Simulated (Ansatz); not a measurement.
CH6AlFO2Si. The species carries charge 0 and has multiplicity 1. The bonds changed during the relaxation, so this is another structure than the one it started from.

```
atom   x (Å)   y (Å)   z (Å)
  F1  -2.192  -2.074   0.334
  C2  -0.815   0.384   0.134
  O3  -0.016  -0.536  -0.002
 Al4  -0.562  -2.423   0.070
  O5  -0.453   1.626   0.086
 Si6   1.188   2.069  -0.173
  H7  -1.880   0.204   0.303
  H8   0.223  -2.942   1.349
  H9  -0.217  -2.920  -1.398
 H10   1.995   1.525   0.937
 H11   1.122   3.542  -0.150
 H12   1.606   1.546  -1.489
```

(1) Give the diagnostics of a CCSD(T)/def2-TZVPP run (frozen core, Ansatz 0.2.0). (Estimate.)

## Answers

(1) Ansatz gave: T1 = 0.0147, largest single amplitude 0.047, largest double 0.037, (T) share of the correlation energy 3.4 %, 10 CCSD cycles. The RHF solution is stable towards an unrestricted one. T1 lies under the customary mark of 0.02 for closed shells.
